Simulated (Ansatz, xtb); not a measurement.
Species: sum formula BNH3 (charge -1, singlet). 
Structure (B3LYP-D3(BJ)/def2-TZVP (Ansatz, a first-principles code) minimum search):
```
B
N 1 1.3698
H 2 1.0230 1 110.79
H 1 1.2329 2 120.52 3 180.00
H 1 1.2414 4 113.63 2 180.00
```
Charge -1, spin multiplicity 1.

Harmonic wavenumbers from GFN2-xTB (xtb, at its own minimum), cm⁻¹: 792, 825, 873, 1109, 1173, 1474, 1748, 2123, 3182.

Question: Give the harmonic wavenumbers at B3LYP-D3(BJ)/def2-TZVP (Ansatz, finite differences of forces, unscaled).

Answer: 830, 915, 949, 1115, 1178, 1417, 2214, 2299, 3365 cm⁻¹. Zero-point energy 20.4 kcal/mol.

Question: From these and the geometry, give the ideal-gas thermochemistry at 298.15 K and 1 atm (rigid rotor, harmonic oscillator).

Answer: Point group Cs, rotational symmetry number 1. Rotational constants 169.5, 30.54, 25.88 GHz. S(trans) 35.91, S(rot) 18.42, S(vib) 0.55, S(elec, spin only) 0.00, S 54.9 cal/(mol K). H(298) - H(0) 2.50 kcal/mol; G - E(el) 6.6 kcal/mol.
